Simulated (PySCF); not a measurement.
**O⁺: ionisation energy**

O⁺ [He] 2s2 2p3 (4S) → O²⁺ [He] 2s2 2p2 (3P), as a difference of total energies. Computed with PySCF 2.14 in x2c-SVPall, with the spin-free X2C one-electron Hamiltonian (Gaussian nucleus). Correlated levels: valence: 1s2 frozen. The calculations carry no spin-orbit coupling.

| method | ionisation energy (eV) | error (eV) |
| --- | --- | --- |
| UHF | 34.716 | -0.405 |
| M06-2X | 35.298 | +0.177 |
| B3LYP | 35.466 | +0.345 |
| MP2 (valence) | 35.100 | -0.021 |
| SCS-MP2 (valence) | 34.902 | -0.219 |
| CCSD (valence) | 34.888 | -0.233 |
| CCSD(T) (valence) | 34.887 | -0.234 |

Reference: 35.121 eV (measured; NIST Atomic Spectra Database, ionization energies).

Errors of the correlated levels include the incompleteness of this basis and the frozen core.
